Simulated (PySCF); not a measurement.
B(Br)(Me)(OH) (CH4BBrO), SMILES CB(O)Br. Heavy atoms are numbered as in [B:1]([Br:2])([CH3:3])[OH:7]. Hydrogens are named by the atom that carries them.

Geometry optimised at PBE0-D3(BJ)/def2-SVP. Other conformers were not sampled.

Calculation: PBE/def2-TZVP in PySCF.

ESP charges are fitted to the potential on shells at 1.4 to 2.0 van der Waals radii. Atomic charges (e), one atom of each kind:

```csv
atom,IAO,Löwdin,ESP fit
B1,0.30,-1.10,0.42
Br2,-0.11,0.45,-0.21
C3 (CH3),-0.60,-0.27,-0.51
H on C3,0.18,0.16,0.14
O7 (OH),-0.48,0.24,-0.49
H on O7,0.38,0.21,0.37
```

Q: Give the Mayer and Wiberg (Löwdin basis) orders of the bonds. (Estimate from the structure and the level; the computed values follow.)

A: 
| bond | Mayer | Wiberg |
|---|---|---|
| B1–Br2 | 1.22 | 1.95 |
| B1–C3 | 1.06 | 1.37 |
| B1–O7 | 1.47 | 2.08 |
